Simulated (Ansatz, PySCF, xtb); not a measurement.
Pair of molecules: NH3 (SMILES N) (first 4 atoms) with H2 (SMILES [H][H]); geometry from B3LYP-D3(BJ)/def2-TZVP, rigid monomers moved along the line of their centres of mass till N1···H5 is 2.36 Å.
(charge 0, multiplicity 1):
```csv
atom,x (Å),y (Å),z (Å)
N,-0.1683,-0.1111,0.0589
H,-0.7180,0.6543,-0.3143
H,0.7483,-0.0650,-0.3713
H,-0.6037,-0.9744,-0.2452
H,-0.0250,-0.0019,2.4084
H,0.0203,0.0326,3.1542
```

Counterpoise-corrected where a basis set is named; no monomer relaxation. Rows marked so take none.

Rows in 3-21G, 6-31G* carry no dispersion term and start afresh at each structure (6-31G* with six Cartesian d functions).

Run with Ansatz (Gaussian basis) for Hartree–Fock, density functionals and correlated methods; PySCF for 3-21G rows, 6-31G* rows; xtb for the GFN methods. Each number belongs to the level named beside it.

Task: One of these levels gives -4.11 kcal/mol for the interaction energy. Which one is it?
A. B3LYP/3-21G (no counterpoise)
B. r2SCAN/def2-TZVPPD
C. GFN1-xTB
D. BP86/6-31G* (no counterpoise)

Result: A, B3LYP/3-21G (no counterpoise). The others give -0.76 (GFN1-xTB), -1.06 (BP86/6-31G* (no counterpoise)), 0.10 (r2SCAN/def2-TZVPPD)

Ansatz is an electronic-structure program.
